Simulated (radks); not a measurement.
The numbers below are computed, except where a source is named.
Excited configurations of Br2+: one electron is placed in a higher orbital outside [Ar] 3d10 4s2 4p2. The ground configuration is [Ar] 3d10 4s2 4p3. Level of theory: Dirac Kohn-Sham, BLYP, spin-unpolarised, spherical densities, finite nucleus; open shells are shared between the two j in proportion to 2j + 1; Fermi nuclear charge, rms radius 4.1629 fm (a radial shooting solver on a logarithmic mesh with Libxc functionals). Excitation = E - E(ground); binding = E(ion) - E, where the ion is the core of charge +3; n* = 3/sqrt(2 binding) in atomic units, and the quantum defect is n - n*. Eigenvalue and <r> are those of j = l + 1/2.

outer orbital  excitation (eV)  binding (eV)  quantum defect  eigenvalue (eV)  <r> (bohr)
4d                      17.045        16.841           1.304          -12.891       2.817
4f                      25.816         8.071           0.105           -6.183       5.387
5s                      16.993        16.894           2.308          -14.100       3.762
5d                      25.031         8.855           1.281           -7.331       6.135
6s                      24.707         9.180           2.348           -7.802       6.894
6p                      26.077         7.809           2.040           -6.563       7.810
7p                      28.754         5.132           2.115           -4.368       12.03
7d                      29.890         3.996           1.465           -3.383       14.90

The Delta-SCF ionisation energy is 33.886 eV (NIST Atomic Spectra Database: 34.87 eV, measured). Self-interaction in the functional shifts the binding energies and quantum defects, so they are the method's values and not measured ones. Spin polarisation and multiplet splitting are left out, so open shells lie too high by an amount that depends on their filling. Sharing an open shell by 2j + 1 raises it above the true ground level by a part of the spin-orbit splitting, which enters the differences from NIST.

Beside tabulated values, note that spin-unpolarised runs miss the spin-polarisation part of the exchange energy of open shells.
